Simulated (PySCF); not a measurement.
Si(Me)(OH)3 (CH₆O₃Si), SMILES [Si](O)(O)(C)O. Atoms are numbered in the order given.

```xyz
11

C      0.0000     0.0000    -1.8449
Si     0.0000     0.0000     0.0070
O      1.2682     0.9144     0.5847
O      0.1578    -1.5555     0.5847
O     -1.4260     0.6411     0.5847
H      0.8518    -0.5796    -2.2339
H     -0.9278    -0.4479    -2.2339
H      0.0761     1.0275    -2.2339
H      1.8435     0.4623     1.2128
H     -0.5214    -1.8277     1.2128
H     -1.3221     1.3654     1.2128
```
Charge 0, spin multiplicity 1.

Geometry: B3LYP-D3(BJ)/def2-SVP. The geometry has at least one imaginary mode, so it is a saddle point at that level. Other conformers were not sampled.

Level of theory: PySCF with PBE/def2-TZVP.

ESP charges are fitted to the potential on shells at 1.4 to 2.0 van der Waals radii. Atomic charges (e):

```tsv
atom	IAO	ESP fit
C1	-0.79	-0.53
Si2	1.55	1.08
O3	-0.79	-0.73
O4	-0.79	-0.73
O5	-0.79	-0.72
H6	0.17	0.14
H7	0.17	0.14
H8	0.17	0.14
H9	0.37	0.41
H10	0.37	0.41
H11	0.37	0.40
```

Give the Mayer and Wiberg (Löwdin basis) orders of the bonds. (An estimate is asked for; the answer gives what the named calculation found.)


| bond | Mayer | Wiberg |
|---|---|---|
| C1–Si2 | 0.99 | 1.19 |
| Si2–O3 | 1.24 | 1.64 |
| Si2–O4 | 1.24 | 1.64 |
| Si2–O5 | 1.24 | 1.64 |
| C1–H6 | 0.94 | 0.89 |
| C1–H7 | 0.94 | 0.89 |
| C1–H8 | 0.94 | 0.89 |
| O3–H9 | 0.88 | 1.02 |
| O4–H10 | 0.88 | 1.02 |
| O5–H11 | 0.88 | 1.02 |
